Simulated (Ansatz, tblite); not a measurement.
Removing and adding an electron: K2H2. Total charge 0; singlet. Geometry: r2SCAN-D4/def2-TZVP. Ansatz, gas phase; energy differences of separate SCF runs; the oxidised species was run as a doublet alone; the reduced species was run as a doublet alone.

```
atom   x (Å)   y (Å)   z (Å)
  K1   0.604   1.653  -0.357
  K2  -0.604  -1.653   0.355
  H3   1.626  -0.545   0.223
  H4  -1.626   0.545  -0.221
```

The xTB rows come from tblite. Correlated methods freeze 10 core orbitals; core or outer-core shells of K are correlated, in sets that lack core-valence functions. In CCSD on the charge -1 doublet the largest single amplitude is 0.48, so its Hartree–Fock determinant may place the open shell otherwise than the density functionals do. HOMO above LUMO, or a gap near zero within one spin, warns that the state may not be the lowest or that an electron is smeared out. The structure comes from a short search, and lower isomers may exist.

```tsv
level	−HOMO (eV)	vertical IE (eV)	−LUMO (eV)	vertical EA (eV)	HOMO–LUMO gap (eV)	IE − EA (eV)	remarks
GFN1-xTB	11.85	13.81	6.86	6.13	4.99	7.67	–
GFN2-xTB	8.20	11.11	5.75	3.62	2.45	7.48	–
PBE-D4/def2-TZVP	3.31	6.08	1.03	–	2.28	–	–
PBE-D4/def2-TZVPD	3.32	–	1.04	0.41	2.28	–	HOMO above zero (-1 doublet), gap within one spin near zero (-1 doublet)
r2SCAN-D4/def2-TZVP	3.42	6.03	0.29	–	3.13	–	–
r2SCAN-D4/def2-TZVPD	3.42	–	0.36	0.13	3.06	–	HOMO above zero (-1 doublet), gap within one spin near zero (-1 doublet)
PBE0-D4/def2-TZVP	4.30	6.23	0.54	–	3.76	–	–
PBE0-D4/def2-TZVPD	4.30	–	0.56	0.28	3.74	–	HOMO above zero (-1 doublet)
CCSD/def2-TZVPD	–	–	–	-0.16	–	–	HOMO above zero (-1 doublet), large T1 (0.080) (-1 doublet)
CCSD/def2-TZVPP	–	6.40	–	–	–	–	large T1 (0.074) (+1 doublet)
CCSD(T)/def2-TZVPD	–	–	–	-0.15	–	–	HOMO above zero (-1 doublet), large T1 (0.080) (-1 doublet)
CCSD(T)/def2-TZVPP	–	6.36	–	–	–	–	large T1 (0.074) (+1 doublet)
```

Relaxing the oxidised species (r2SCAN-D4/def2-TZVP) changes its energy by -1.20 eV at PBE-D4/def2-TZVP, so the adiabatic ionisation energy to this nearest minimum is 4.88 eV. At PBE0-D4/def2-TZVP it is 4.84 eV. In the charge 1 doublet, H3 and H4 lie 0.92 Å apart (atoms count from 1), so these atoms are partly bonded to each other. Run but left out: HF/def2-TZVPP, MP2/def2-TZVPP (charge +1 doublet: a determinant that CCSD turns far, T1 0.074); HF/def2-TZVPD, MP2/def2-TZVPD (charge -1 doublet: a determinant that CCSD turns far, T1 0.080).   A HOMO above zero means that the electron is unbound at that level or that self-interaction error raises the level; the energy of removing that electron tells which. Raw xTB energy differences between charge states are shifted by several eV; the methods need an empirical correction for them. A negative affinity means that the extra electron isn't bound; its size then hangs on the basis.
